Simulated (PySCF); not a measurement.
## Electron correlation in Ga (gallium, neutral)

[Ar] 3d10 4s2 4d1, 2D determinant (an excited configuration). Computed with PySCF 2.14 in aug-cc-pVTZ-DK (7s6p4d2f, 59 functions), with the spin-free X2C one-electron Hamiltonian (Gaussian nucleus). Frozen: [Ar] 3d10; 3 electrons correlated.

```json
{"level": "CCSD", "correlation energy (mhartree)": "-48.15"}
{"level": "(T)", "correlation energy (mhartree)": "-1.98"}
{"level": "CCSD(T)", "correlation energy (mhartree)": "-50.13"}
{"level": "CCSDT", "correlation energy (mhartree)": "-51.30"}
```

Diagnostics: T1 = 0.036, D1 = 0.0877, largest double amplitude 0.194.

The outer electron is Rydberg-like, and this basis confines it to a smaller radius and binds it less than a complete one would. T1 exceeds 0.03, a sign that the reference determinant is poor. A double-excitation amplitude exceeds 0.15, a sign of near-degeneracy.

Cost of the coupled-cluster step: roughly 5 core-seconds, for 3 correlated electrons.

Iterations:

```
CC2 = 0
CCSD nocc = (np.int64(2), np.int64(1)), nmo = (45, 45)
frozen orbitals [[0, 1, 2, 3, 4, 5, 6, 7, 8, 9, 10, 11, 12, 13], [0, 1, 2, 3, 4, 5, 6, 7, 8, 9, 10, 11, 12, 13]]
max_cycle = 100
direct = 0
conv_tol = 1e-08
conv_tol_normt = 1e-06
diis_space = 8
diis_start_cycle = 0
Init t2, MP2 energy = -0.0323763996769857
Init E_corr(UCCSD) = -0.0323763996805102
cycle = 1  E_corr(UCCSD) = -0.0402032167283704  dE = -0.00782681705  norm(t1,t2) = 0.0632975
cycle = 2  E_corr(UCCSD) = -0.0432248915739601  dE = -0.00302167485  norm(t1,t2) = 0.0375938
cycle = 3  E_corr(UCCSD) = -0.0467559044816735  dE = -0.00353101291  norm(t1,t2) = 0.0275274
cycle = 4  E_corr(UCCSD) = -0.0473022797245636  dE = -0.000546375243  norm(t1,t2) = 0.0167247
cycle = 5  E_corr(UCCSD) = -0.0477388993096795  dE = -0.000436619585  norm(t1,t2) = 0.316974
cycle = 6  E_corr(UCCSD) = -0.0481194830614751  dE = -0.000380583752  norm(t1,t2) = 0.00525354
cycle = 7  E_corr(UCCSD) = -0.0482783371276096  dE = -0.000158854066  norm(t1,t2) = 0.0419161
cycle = 8  E_corr(UCCSD) = -0.0480403720239671  dE = 0.000237965104  norm(t1,t2) = 0.00127517
cycle = 9  E_corr(UCCSD) = -0.0481700140479731  dE = -0.000129642024  norm(t1,t2) = 0.000748723
cycle = 10  E_corr(UCCSD) = -0.0481495124763252  dE = 2.05015716e-05  norm(t1,t2) = 0.000184584
cycle = 11  E_corr(UCCSD) = -0.0481533104008307  dE = -3.79792451e-06  norm(t1,t2) = 3.89003e-05
cycle = 12  E_corr(UCCSD) = -0.0481534231765776  dE = -1.12775747e-07  norm(t1,t2) = 8.23109e-06
cycle = 13  E_corr(UCCSD) = -0.0481533979916891  dE = 2.51848885e-08  norm(t1,t2) = 4.66342e-05
cycle = 14  E_corr(UCCSD) = -0.0481533783647543  dE = 1.96269348e-08  norm(t1,t2) = 2.51316e-05
cycle = 15  E_corr(UCCSD) = -0.04815341700066  dE = -3.86359056e-08  norm(t1,t2) = 3.1031e-05
cycle = 16  E_corr(UCCSD) = -0.0481533959516935  dE = 2.10489665e-08  norm(t1,t2) = 4.96016e-06
cycle = 17  E_corr(UCCSD) = -0.0481533790570806  dE = 1.68946129e-08  norm(t1,t2) = 3.56597e-06
cycle = 18  E_corr(UCCSD) = -0.0481533986025626  dE = -1.9545482e-08  norm(t1,t2) = 3.78525e-06
cycle = 19  E_corr(UCCSD) = -0.0481533697312995  dE = 2.88712631e-08  norm(t1,t2) = 2.99736e-06
cycle = 20  E_corr(UCCSD) = -0.0481533802206629  dE = -1.04893634e-08  norm(t1,t2) = 3.31629e-06
cycle = 21  E_corr(UCCSD) = -0.0481533719413656  dE = 8.27929734e-09  norm(t1,t2) = 3.79429e-06
cycle = 22  E_corr(UCCSD) = -0.0481533736141544  dE = -1.67278879e-09  norm(t1,t2) = 3.46841e-06
cycle = 23  E_corr(UCCSD) = -0.0481533378046296  dE = 3.58095248e-08  norm(t1,t2) = 3.27491e-06
cycle = 24  E_corr(UCCSD) = -0.0481533823894474  dE = -4.45848178e-08  norm(t1,t2) = 6.22192e-06
cycle = 25  E_corr(UCCSD) = -0.0481533705710888  dE = 1.18183586e-08  norm(t1,t2) = 3.87121e-06
cycle = 26  E_corr(UCCSD) = -0.048153382729323  dE = -1.21582342e-08  norm(t1,t2) = 3.36366e-06
cycle = 27  E_corr(UCCSD) = -0.0481533976202799  dE = -1.48909569e-08  norm(t1,t2) = 7.79608e-07
cycle = 28  E_corr(UCCSD) = -0.0481533981868202  dE = -5.66540308e-10  norm(t1,t2) = 3.69385e-07
UCCSD converged
E(UCCSD) = -1942.055950882891  E_corr = -0.04815339818682019
UCCSD(T) correction = -0.00197986580992784
```
